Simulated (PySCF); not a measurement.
C2H8N2OSi, SMILES C/C=N\[Si@H](N)O.

Geometry: PBE0-D3(BJ)/def2-SVP. The structure was generated by enumeration; whether it is a known compound was not checked. One conformer was computed; it need not be the lowest.

All values below come from ωB97X/def2-TZVP (PySCF).

Isolated molecule, no solvent.

```
Quantity                                                                                                        Result
---------------------------------------------------------------------------------------------  -----------------------
total energy                                                                                        -555.38254 hartree
highest occupied level                                                                                        -9.13 eV
lowest empty level                                                                                             1.83 eV
orbital gap                                                                                                   10.95 eV
dipole moment                                                                                                   1.75 D
quadrupole, principal values (traceless, Buckingham form, about the centre of nuclear charge)  -6.44, -4.27, 10.71 D·Å
mean static polarisability                                                                        66.6 bohr³ (9.88 Å³)
polarisability, principal values                                                                54.5, 59.8, 85.7 bohr³
```
